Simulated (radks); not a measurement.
Values are calculated unless marked as measured or tabulated.
Task: Er XIV, configuration [Kr] 4d9 4f7 5s2 5p1 (not the ground configuration). Code: a radial shooting solver on a logarithmic mesh with Libxc functionals. Model: scalar-relativistic Kohn-Sham, LDA (Slater exchange, Perdew-Wang correlation), spin-polarised, spherical densities, finite nucleus; open shells are filled with parallel spins first (spin-orbit coupling, left out, can overturn this in heavy ions); Fermi nuclear charge, rms radius 5.2516 fm. Some entries of the table are withheld. Estimate them.

| orbital | occ. | eigenvalue (eV) | <1/r> (bohr^-1) |
|---|---|---|---|
| 1s up | 1 | -57603.31 | 77.48 |
| 1s down | 1 | -57603.13 | 77.48 |
| 2s up | 1 | -9923.164 | 18.04 |
| 2s down | 1 | -9922.217 | 18.04 |
| 2p up | 3 | -8815.604 | 16.67 |
| 2p down | 3 | -8814.789 | 16.67 |
| 3s up | 1 | -2451.695 | 6.649 |
| 3s down | 1 | -2446.670 | 6.658 |
| 3p up | 3 | -2114.639 | 6.215 |
| 3p down | 3 | -2109.607 | 6.224 |
| 3d up | 5 | -1691.330 | 5.894 |
| 3d down | 5 | -1687.151 | 5.902 |
| 4s up | 1 | -710.3701 | 2.860 |
| 4s down | 1 | -700.2791 | 2.855 |
| 4p up | 3 | -597.2432 | 2.635 |
| 4p down | 3 | -587.3883 | 2.629 |
| 4d up | 5 | -445.4158 | (1) |
| 4d down | 4 | -435.7940 | (2) |
| 5s up | 1 | -281.7367 | 1.314 |
| 5s down | 1 | -275.9607 | 1.300 |
| 4f up | 7 | -275.6437 | 2.010 |
| 4f down | 0 | -266.1347 | 1.997 |
| 5p up | 1 | -244.5555 | 1.202 |
| 5p down | 0 | -239.3714 | 1.187 |

Result: 
(1) 4d up <1/r> (bohr^-1): 2.370
(2) 4d down <1/r> (bohr^-1): 2.361
